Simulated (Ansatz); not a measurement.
Mulliken charges of `[SeH][SnH]([SeH])[SeH]` from r2SCAN/def2-TZVPP in Ansatz (PBE0-D4/def2-TZVP geometry).

```json
{"atom": "Se1", "x (Å)": "-0.615", "y (Å)": "1.558", "z (Å)": "-1.838", "charge (e)": "-0.284"}
{"atom": "Sn2", "x (Å)": "0.093", "y (Å)": "0.394", "z (Å)": "0.288", "charge (e)": "0.706"}
{"atom": "Se3", "x (Å)": "2.577", "y (Å)": "-0.020", "z (Å)": "0.132", "charge (e)": "-0.289"}
{"atom": "Se4", "x (Å)": "-1.252", "y (Å)": "-1.745", "z (Å)": "0.355", "charge (e)": "-0.282"}
{"atom": "H5", "x (Å)": "-2.037", "y (Å)": "1.401", "z (Å)": "-1.498", "charge (e)": "0.081"}
{"atom": "H6", "x (Å)": "-0.160", "y (Å)": "1.328", "z (Å)": "1.695", "charge (e)": "-0.098"}
{"atom": "H7", "x (Å)": "2.375", "y (Å)": "-0.993", "z (Å)": "-0.950", "charge (e)": "0.089"}
{"atom": "H8", "x (Å)": "-0.890", "y (Å)": "-1.982", "z (Å)": "1.760", "charge (e)": "0.078"}
```

Problem. By hand: the dipole of these point charges (1 e Å = 4.8032 D).

Solution. Σ q r = (-0.159, 0.074, 0.352) e Å, of length 0.393 e Å = 1.89 D.

Problem. How does the dipole of the full density compare? (Estimate.)

Solution. Computed: (-0.108, -0.013, 0.196) e Å, 1.08 D; the point charges give 1.75 times that, at 15° from its direction.

Point charges leave out the atoms' own dipoles, such as those of lone pairs, and Mulliken's split depends on the basis, so the two needn't agree.
